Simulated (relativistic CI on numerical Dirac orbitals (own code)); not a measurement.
One change at a time: Re10+

Base calculation: Dirac-Coulomb-Breit CI, separate exchange-only KLI orbitals for each configuration, QED by a radiative potential, unscaled Slater integrals.

Configuration list (outside the closed core [Kr] 4d10): 4f¹⁴5s²5p³, 4f¹³5s²5p⁴, 4f¹⁴5s5p⁴, 4f¹⁴5s²5p²5d, 4f¹⁴5s5p³5d, 4f¹⁴5s²5p²5f, 4f¹³5s²5p³5d, 4f¹⁴5s²5p²6s, 4f¹⁴5s²5p²5g, 4f¹⁴5s5p³5f, 4f¹³5s²5p³6s, 4f¹⁴5s²5p²6p, 4f¹⁴5p⁴5d, 4f¹³5s²5p³6p, 4f¹⁴5s5p³5g, 4f¹⁴5s5p²5d², 4f¹⁴5s²5p5d6p, 4f¹³5s²5p³5f, 4f¹⁴5s²5p²6d, 4f¹⁴5s²5p5d5f, 4f¹⁴5p⁵, 4f¹³5p⁶, 4f¹³5p⁵5d, 4f¹⁴5s²5p5d², 4f¹⁴5s²5d³, 4f¹⁴5s5p5d³, 4f¹⁴5s²5d²5f, 4f¹³5s²5p5d³, 4f¹⁴5p³5d², 4f¹³5p⁴5d², 4f¹⁴5p²5d³, 4f¹⁴5p²5d²5f, 4f¹³5p³5d³. Double excitations out of closed p, d and f shells are left out; levels of such configurations are missing from the list, as are those of other unlisted configurations, and high levels can miss mixing partners. Some configurations lack a partner that the ground configuration has and come out too high, among them 4f¹³5s²5p³6s, 4f¹³5s²5p³6p, 4f¹³5s²5p³5f, 4f¹⁴5s²5p²6s, 4f¹⁴5s²5p²5g.

The lowest level and the first level of each name with at least 55 % of one term (blank where a level has no safe partner in the second run):

| Level | Base (cm⁻¹) | Shift (cm⁻¹) |
| --- | --- | --- |
| 4f¹⁴5s²5p³ ²P°3/2 | 0 | 0 |
| 4f¹⁴5s²5p³ ²D°5/2 | 97892 | -63 |
| 4f¹³5s²5p⁴ ⁴G°11/2 | 107492 | -2525 |
| 4f¹³5s²5p⁴ ²D°3/2 | 112710 | -2283 |
| 4f¹³5s²5p⁴ ⁴D°3/2 | 129890 | -1691 |
| 4f¹³5s²5p⁴ ²H°11/2 | 238088 | -1191 |
| 4f¹³5s²5p⁴ ⁴F°3/2 | 240309 | -370 |
| 4f¹³5s²5p⁴ ²P°3/2 | 254629 | -900 |
| 4f¹³5s²5p⁴ ²H°9/2 | 257668 | -313 |
| 4f¹³5s²5p⁴ ²P°1/2 | 271322 | -425 |
| 4f¹⁴5s5p⁴ ⁴P5/2 | 339383 | +612 |

At this charge transitions that keep the count of f electrons are usually good to a few per cent. Levels and lines within the n = 5 or 6 shells can be off by up to 10 % or somewhat more, and those that change n by about 2 %, since core polarisation is missing. Levels that differ in their count of f electrons can be misplaced by several ten thousand cm⁻¹, since the correlation energy of f electrons is missing or only estimated; rates across such gaps can be off by orders of magnitude.

(1) One thing was changed in a second run, which moved the levels as shown. Which?
A. Breit term removed
B. QED terms removed
C. configuration mixing switched off

Results:

(1) A. Breit term removed. The Breit term mainly narrows fine-structure intervals, so removing it widens them.

LS names give the leading component of a level, which can be under half, so a name can repeat, a term be missing and a line seem to break the LS rules.
